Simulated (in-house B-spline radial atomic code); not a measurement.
How numerical settings move a run on the arsenic ion As²⁺, [Ar] 3d10 4s2 4p1. Computed with an all-electron radial atomic-structure program (B-spline basis): non-relativistic TPSSh, spin-polarised, spherical fractional occupations, point nucleus.

Command:
```bash
python run_scf.py task.json out
```
Settings of the sound reference run:
```
Z                33
electrons        31
configuration    [Ar] 3d10 4s2 4p1
hamiltonian      nr
method           tpssh
spin_polarised   True
knot_spacing     0.22
spline_order     8
gauss_points     12
box_radius       22.22
max_iterations   70
damping          0.5
damped_steps     3
diis_vectors     10
tolerance        1e-08
start            Thomas-Fermi
```

Run time, properties included: 0.24 s on 1 thread of Arm Neoverse V2 (shared host).

It converges in 8 iterations to -2234.743993 hartree, with 4p up at -23.0676 eV. The other runs change the listed settings, some to values that make no sense; their results aren't properties of the atom or ion. Radii are in bohr (the nuclear one in fm), a minus after a letter asks for a j subshell, and «unchanged» means within 1e-8 hartree. The run stops when the residual is below 10 × tolerance × max(1, Z/10), or a noise floor if that is larger, and the energy moves by less than 1e-8 × √|E| hartree; so very loose and very tight tolerances often act alike.

| changed settings | outcome |
| --- | --- |
| max_iterations = 3 | not converged after 3 iterations, last residual 4.6e-04, last energy +1.00e-06 hartree from the reference |
| knot_spacing = 0.55, spline_order = 10, max_iterations = 50, damping = 0, tolerance = 1e-05 | converged in 7 iterations, energy +5.10e-02 hartree from the reference, 4p up level -6.7e-04 eV |
| electrons = 34, configuration = [Ar] 3d10 4s2 4p1 5s3, max_iterations = 60 | stopped with error: shell 5s holds at most 1 electrons (per spin) |
| max_iterations = 100, damping = 0, damped_steps = 30, tolerance = 1e-05 | converged in 36 iterations, energy unchanged, 4p up level +3.2e-05 eV |
| tolerance = 1e-06 | converged in 5 iterations, energy unchanged, 4p up level -6.6e-05 eV |
| first_knot = 3.03e-06, max_iterations = 60, tolerance = 0.0001 | converged in 5 iterations, energy +9.64e-06 hartree from the reference, 4p up level +1.9e-04 eV |
| gauss_points = 16, max_iterations = 100, damping = 0.8, damped_steps = 1 | converged in 7 iterations, energy unchanged, 4p up level +6.0e-07 eV |
| max_iterations = 12 | converged in 8 iterations, energy unchanged |
| max_iterations = 5 | not converged after 5 iterations, last residual 1.9e-05, last energy +4.60e-09 hartree from the reference |
| damped_steps = 30 | converged in 15 iterations, energy unchanged, 4p up level +5.5e-07 eV |

(1) What happens with damped_steps = 0?

(2) What happens with electrons = 32, configuration = [Ar] 3d10 4s2 4p1 3f1, max_iterations = 50?

(3) What happens with tolerance = 1e-13?

(4) What happens with max_iterations = 2?

## Answers

(1) Converged in 7 iterations, energy unchanged, 4p up level +6.1e-07 eV.

(2) Stopped with error: there is no 3f shell.

(3) Converged in 9 iterations, energy unchanged, 4p up level +3.5e-07 eV.

(4) Not converged after 2 iterations, last residual 1.3e-03, last energy +1.20e-05 hartree from the reference.
